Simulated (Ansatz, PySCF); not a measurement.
Process, species as SMILES: C=CCB(C)C + 6 [H][H] (H2) -> B (BH3) + 5 C (CH4)
Structures are relaxed separately at B3LYP-D3(BJ)/def2-TZVP in Ansatz (a quantum-chemistry and plane-wave program), one conformer each, not searched for the lowest. Frequencies are from Ansatz or PySCF.

Property: energy of full hydrogenation (enthalpy at 298 K, with B3LYP-D3(BJ) rigid-rotor harmonic-oscillator terms), in kcal/mol. Valence correlation only, unless marked. Spin-orbit coupling is left out. Non-relativistic. Basis-set limits of correlation are two-point, X^-3; Hartree-Fock from the larger set.

CCSD(T)/CBS(cc-pVTZ,cc-pVQZ) (Ansatz) gives -60.6 kcal/mol.

Q: Another calculation gave -63.1 kcal/mol. Which level was it?
A) BLYP/def2-TZVPD (Ansatz)
B) BHLYP/def2-TZVPD (Ansatz)
C) CAM-B3LYP/def2-TZVPD (Ansatz)
D) SVWN5/def2-TZVPD (Ansatz)

A: A, BLYP/def2-TZVPD (Ansatz). The others give -69.9 (CAM-B3LYP), -75.5 (BHLYP), -56.0 (SVWN5) kcal/mol.
